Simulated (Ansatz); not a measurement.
The cluster Cu2Pd, relaxed as a singlet with RKS PBE0-D4/def2-TZVP in Ansatz, starting from the GFN2-xTB geometry. Force threshold 0.02 eV/Å.

In the def2 sets Pd takes a core potential; there is no spin–orbit coupling. The relaxation made no stability test and no search for a lower SCF solution. No other spin state of charge 0 was run. The structure comes from a short search, and lower isomers may exist.

Start:

```csv
atom,x (Å),y (Å),z (Å)
Pd1,-0.9886,0.4402,-0.2876
Cu2,0.8239,-0.6096,-1.5843
Cu3,0.1647,0.1694,1.8719
```

```csv
step,energy (eV),largest force component (eV/Å),SCF passes
1,-92748.8065,0.761,21
2,-92749.0575,0.589,30
3,-92749.3112,0.551,30
4,-92749.5279,0.259,30
5,-92749.5345,0.162,31
6,-92749.5382,0.025,30
7,-92749.5382,0.005,30
```

Force components are those of the run's own axes.

End:

```xyz
3

Pd   -1.251    0.557   -0.364
Cu    0.844   -0.537   -0.965
Cu    0.407   -0.020    1.329
```

Bonds formed: Cu2–Cu3 (atoms count from 1). The end is the same structure that another start reached, the lowest one found.

No frequencies were taken in this run, so the end may be a saddle point.

Hardware: 4 threads of Intel Xeon on a shared host. Wall time 14 s.
